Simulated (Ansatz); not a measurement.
A nudged elastic band was laid between two geometries of C$_{2}$H$_{5}$OSi (9 atoms, charge 1, multiplicity 1).

Method: RKS revPBE/def2-SVP in Ansatz 0.2.0.

| Property | Result |
| --- | --- |
| movable images | 3 |
| climbing image | no |
| spring | 5.0 eV/Å² |
| optimiser | quadratic models (default) |
| start path | IDPP |
| force threshold | 0.05 eV/Å |
| iteration limit | 60 |
| end points | relaxed |

Image 0:

```xyz
9
Properties=species:S:1:pos:R:3
O -0.645 0.992 -1.279
C 0.436 0.917 -0.530
C 0.605 -0.068 0.442
Si -0.543 -1.370 0.860
H -0.606 1.741 -1.912
H 1.226 1.676 -0.697
H 1.553 -0.026 1.004
H -1.856 -1.535 0.176
H -0.169 -2.327 1.937
```

Image 4:

```xyz
9
Properties=species:S:1:pos:R:3
O -0.646 0.993 -1.278
C 0.435 0.917 -0.530
C 0.605 -0.069 0.442
Si -0.543 -1.370 0.860
H -0.607 1.743 -1.911
H 1.226 1.675 -0.697
H 1.554 -0.027 1.003
H -0.169 -2.329 1.935
H -1.856 -1.534 0.177
```

(1) Which bonds break or form, and what moves?

(2) What energy profile does the band end with?

(3) What is the geometry of the highest image?

## Answers

(1) No bond is made or broken. The dihedral C2–C3–Si4–H9 goes from -180 to 0°. The two ends are copies of one structure, up to a mirror image or an exchange of like atoms.

(2) The forces met the threshold. The highest image is number 3 of 0 to 4, 0.41 eV above the ends, which have the same energy within 2 meV. The profile has 2 maxima (images 1, 3) with wells between them (image 2): this band takes more than one step, which may be the mechanism or a detour left from its start path. No image climbed, so the highest image needn't sit at the top of the path. So few images can step over the top or miss a turn of the path.

```tsv
image	path coordinate (Å)	energy (eV)	dihedral C2–C3–Si4–H9 (°)
0	0.00	0.00	-180
1	1.59	0.41	-133
2	3.18	0.24	-99
3	4.77	0.41	-48
4	6.37	0.00	0
```

(3) 
```xyz
9
Properties=species:S:1:pos:R:3
O -0.626 1.338 0.166
C 0.597 0.928 -0.200
C 0.774 -0.430 -0.358
Si -0.634 -1.392 0.232
H -0.686 2.289 0.391
H 1.365 1.697 -0.407
H 1.675 -0.834 -0.848
H -1.256 -2.493 -0.554
H -1.209 -1.104 1.578
```

Time of the run: 120 s on 1 thread of Arm Neoverse V2 (shared host), peak memory 0.12 GiB.
